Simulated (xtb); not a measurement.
C53H18N, SMILES c1cc2cc3ccc4c5c3c3c6c7c8c9c%10c%11c7c(c23)c1cc%11ccc%10cc1ccc2cc3c7c(c8c8c6c5c5c(c4)ccc4cc(cc3)c7c8c45)[n+]2c19, charge +1. All values are semi-empirical tight-binding results from xtb (GFN2-xTB unless named), good for trends rather than for accurate numbers. Geometry: GFN2-xTB.

```json
{
  "point_group_as_xtb_finds_it": "Cs",
  "orbital_gap": "1.44 eV",
  "zero_point_energy": "324.8 kcal/mol",
  "G − E(el) at 298.15 K (modified RRHO)": "290.2 kcal/mol",
  "static polarisability (D4 model)": "509.3 bohr³",
  "solvation energy, GFN2-xTB/ALPB(water)": "-31.9 kcal/mol",
  "solvation energy, GFN2-xTB/ALPB(thf)": "-51.2 kcal/mol"
}
```

Computed IR lines (harmonic; lines under 4 % of the strongest left out, lines within 3 cm⁻¹ merged):
ν (cm⁻¹): 580 (w), 800 (w), 862 (w), 869 (m), 875 (s), 1014 (w), 1166 (w), 1169 (w), 1272 (w), 1305 (w), 1320 (s), 1345 (w), 1360 (m), 1377 (w), 1384 (vs), 1393 (m), 1415 (w), 1418 (w), 1450 (w), 1453 (w), 1462 (w), 1470 (w), 1474 (w), 1500 (w), 1528 (m), 1546 (w), 1560 (w), 1566 (m), 1569 (w), 1575 (w), 1581 (w), 1596 (w), 1601 (w), 1609 (w), 3081 (w), 3084 (w), 3095 (vs), 3100 (m), 3103 (w), 3121 (w) (against the strongest line: vs over 80 %, s over 45 %, m over 15 %, w over 4 %, vw less)
